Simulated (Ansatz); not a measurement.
Ansatz (a quantum-chemistry and plane-wave program) input:

Ansatz 0.2 input:
```yaml
crystal:
  periodic: [false, false, false]
  atoms:
    - {symbol: C, position_ang: [2.92116234, 0.57709627, -0.11022527]}
    - {symbol: C, position_ang: [1.91181114, -0.43595022, 0.45540262]}
    - {symbol: C, position_ang: [0.54006170, 0.13744859, 0.58694025]}
    - {symbol: C, position_ang: [-0.49634002, 0.00854825, -0.33304323]}
    - {symbol: C, position_ang: [-0.38478875, -0.70090625, -1.51205814]}
    - {symbol: C, position_ang: [-1.82695721, 0.65586844, 0.00041042]}
    - {symbol: C, position_ang: [-2.74047486, -0.27249071, 0.80573180]}
    - {symbol: H, position_ang: [3.92052415, 0.14084575, -0.16932408]}
    - {symbol: H, position_ang: [2.97709296, 1.46668770, 0.52005099]}
    - {symbol: H, position_ang: [2.62484424, 0.89577266, -1.11061121]}
    - {symbol: H, position_ang: [2.25836809, -0.76463512, 1.44004899]}
    - {symbol: H, position_ang: [1.89984207, -1.32391323, -0.17928974]}
    - {symbol: H, position_ang: [0.35853115, 0.75674724, 1.46009709]}
    - {symbol: H, position_ang: [0.52352582, -1.21351643, -1.79405873]}
    - {symbol: H, position_ang: [-1.21664728, -0.76435679, -2.20034630]}
    - {symbol: H, position_ang: [-1.65205921, 1.57387815, 0.56661867]}
    - {symbol: H, position_ang: [-2.32990101, 0.94894082, -0.92385487]}
    - {symbol: H, position_ang: [-2.94994877, -1.18775702, 0.24899061]}
    - {symbol: H, position_ang: [-3.69174616, 0.21218109, 1.03470108]}
    - {symbol: H, position_ang: [-2.26927202, -0.55856084, 1.74802673]}
basis:
  gaussian:
    orbitals: cc-pVDZ
magnetization: {spin_polarized: true, initial_magnetization: 1}
correlation: {method: ccsd_t, electrons: outside_noble_gas}
```

Q: What final total energy does it print?

A: -273.70936 Eh (CCSD(T)/cc-pVDZ). The basis has 163 functions.

It need not be the lowest isomer of its formula.

The determinant is spin-contaminated: <S^2> is 0.95 against 0.75 for a pure state.
